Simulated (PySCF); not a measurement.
CH₈O₂Si₃, SMILES [Si@@H]1(O)[Si@H](O[SiH2]1)C. Atoms are numbered in the order given.

```xyz
14

C      2.5341    -0.7206    -1.0282
Si     1.2614    -0.1058     0.2039
O      0.6874     1.4358    -0.2452
Si    -1.0119     1.4804    -0.2940
Si    -0.9911    -0.8743     0.0640
O     -1.8152    -1.6279     1.3153
H      2.1000    -0.7944    -2.0373
H      3.3929    -0.0307    -1.0706
H      2.9060    -1.7160    -0.7348
H      1.8656    -0.0548     1.5708
H     -1.5621     2.3390     0.7985
H     -1.4782     2.0349    -1.5988
H     -1.2969    -1.6919    -1.1438
H     -1.7273    -1.2291     2.1893
```
Charge 0, spin multiplicity 1.

The structure is a stationary point at B3LYP-D3(BJ)/def2-SVP. The structure was generated by enumeration; whether it is a known compound was not checked. Other conformers were not sampled.

Level of theory: PySCF with PBE/def2-TZVP.

The molecule is in vacuum.

```yaml
total_energy: -1061.40666 hartree
highest_occupied_level: -5.76 eV
lowest_empty_level: -1.89 eV
orbital_gap: 3.88 eV
dipole_moment: 0.95 D
quadrupole, principal values (traceless, Buckingham form, about the centre of nuclear charge): -10.70, 2.14, 8.56 D·Å
mean_static_polarisability: 102.9 bohr³ (15.25 Å³)
polarisability_principal_values: 89.2, 101.6, 117.9 bohr³
```
